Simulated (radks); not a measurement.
Charge is removed step by step from the 4d down level of Cd+, starting from [Kr] 4d(up 5, down 5) 5s1. Method: scalar-relativistic Kohn-Sham, PBE, spin-polarised, spherical densities, finite nucleus; open shells are filled with parallel spins first (spin-orbit coupling, left out, can overturn this in heavy ions); Fermi nuclear charge, rms radius 4.6087 fm; computed with a radial shooting solver on a logarithmic mesh with Libxc functionals.

| removed (e) | E - E(0) (eV) | eigenvalue (eV) | E minus straight line (eV) |
|---|---|---|---|
| 0 | 0.000 | -20.356 | 0.000 |
| 0.1 | 2.101 | -21.663 | -0.612 |
| 0.2 | 4.333 | -22.988 | -1.092 |
| 0.3 | 6.698 | -24.330 | -1.440 |
| 0.4 | 9.199 | -25.689 | -1.652 |
| 0.5 | 11.836 | -27.064 | -1.727 |
| 0.6 | 14.612 | -28.455 | -1.664 |
| 0.7 | 17.527 | -29.861 | -1.462 |
| 0.8 | 20.583 | -31.282 | -1.118 |
| 0.9 | 23.783 | -32.718 | -0.631 |
| 1 | 27.126 | -34.167 | 0.000 |

Removing the whole electron costs 27.126 eV by Delta-SCF, against 20.356 eV from minus the eigenvalue at the starting occupation. Slater's transition state (half an electron removed) gives 27.064 eV. Integrating minus the eigenvalue over the occupation (Janak's theorem) gives 27.130 eV. In this scalar-relativistic scheme the density is built from large components alone, so the theorem holds only approximately. The mean slope of the eigenvalue, de/dn, is 13.8 eV per electron.
